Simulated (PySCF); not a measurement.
Species: C₅H₁₂OP₂.
Numbering: `[OH:1][CH2:2][P:3]([CH2:4][PH2:5])[CH:6]1[CH2:7][CH2:8]1` (hydrogens: H9 on O1; H10, H11 on C2; H12, H13 on C4; H14, H15 on P5; H16 on C6; H17, H18 on C7; H19, H20 on C8)

Structure used (PBE0-D3(BJ)/def2-SVP), in Å, numbered top down from 1:
```xyz
20
C5H12OP2 angstrom
O     -1.710    2.656   -0.121
C     -0.500    2.061    0.262
P     -0.289    0.385   -0.539
C     -1.598   -0.519    0.417
P     -1.795   -2.276   -0.178
C      1.230   -0.180    0.297
C      2.556    0.025   -0.393
C      1.984   -1.348   -0.284
H     -1.712    2.727   -1.083
H      0.387    2.674    0.005
H     -0.520    1.962    1.360
H     -1.335   -0.546    1.488
H     -2.520    0.074    0.308
H     -3.052   -2.544    0.449
H     -2.393   -1.964   -1.438
H      1.235   -0.101    1.392
H      2.547    0.505   -1.376
H      3.413    0.290    0.231
H      2.435   -2.052    0.421
H      1.580   -1.815   -1.186
```

Computed with PySCF at B3LYP/def2-SVPD, non-relativistic, on one gas-phase PBE0-D3(BJ)/def2-SVP geometry that isn't relaxed in the solvent. The solvent is an IEF-PCM continuum (cavity from Bondi-type radii × 1.2), and excitations are vertical TDDFT with non-equilibrium linear response and a frozen core. Only the electrostatic response of the medium enters.

Gas-phase singlets (H = HOMO, L = LUMO):

```tsv
state	E (eV)	λ (nm)	f	leading configurations
S1	5.714	217	0.071	H→L 96%
S2	5.923	209	0.036	H→L+1 96%
S3	6.158	201	0.015	H-1→L 88%
S4	6.227	199	0.040	H-1→L+1 86%
S5	6.274	198	0.049	H→L+2 74%, H→L+3 16%
```

Q: What are the lowest 5 singlets in benzene (ε = 2.271)?

A: 
```
state  E (eV)  λ (nm)      f  leading configurations  change by rank (eV)
   S1   5.699     218  0.105                 H→L 98%               -0.015
   S2   5.908     210  0.052               H→L+1 98%               -0.015
   S3   6.200     200  0.044  H-1→L 74%, H-1→L+1 20%               +0.042
   S4   6.232     199  0.082  H-1→L+1 76%, H-1→L 19%               +0.005
   S5   6.304     197  0.045    H→L+2 80%, H→L+3 14%               +0.030
```

Q: How do the frontier levels move from gas to benzene?

A: 
```csv
orbital,gas (eV),solvent (eV),change (eV),"Löwdin shares, gas","Löwdin shares, solvent"
LUMO+2,0.48,0.62,+0.14,"H16 12 %, C7 12 %, C2 10 %, H18 9 %","C2 12 %, C7 10 %, P5 9 %, P3 8 %"
LUMO+1,0.14,0.22,+0.08,"P5 27 %, C4 13 %, H14 11 %, P3 10 %","P5 28 %, C4 13 %, H14 11 %, P3 10 %"
LUMO,-0.07,0.04,+0.11,"P3 19 %, O1 17 %, H9 12 %, P5 11 %","P3 19 %, O1 16 %, P5 13 %, C2 10 %"
HOMO,-6.56,-6.50,+0.06,"P3 54 %, C2 11 %, C4 9 %, C6 8 %","P3 54 %, C2 11 %, C4 9 %, C6 8 %"
HOMO-1,-6.99,-6.96,+0.03,"P5 61 %, C4 12 %, H14 8 %, H15 8 %","P5 61 %, C4 12 %, H14 8 %, H15 8 %"
HOMO-2,-7.49,-7.42,+0.07,"O1 38 %, C2 14 %, P3 14 %, C6 7 %","O1 37 %, C2 14 %, P3 14 %, C6 7 %"
HOMO-3,-8.28,-8.17,+0.11,"C7 30 %, C6 21 %, C8 13 %, C4 9 %","C7 30 %, C6 21 %, C8 14 %, C4 9 %"
```

The HOMO–LUMO gap goes from 6.49 to 6.55 eV. Rows go by rank; for LUMO+1 and LUMO+2 the atom shares or the degeneracy differ between the runs, so the row needn't follow one orbital.
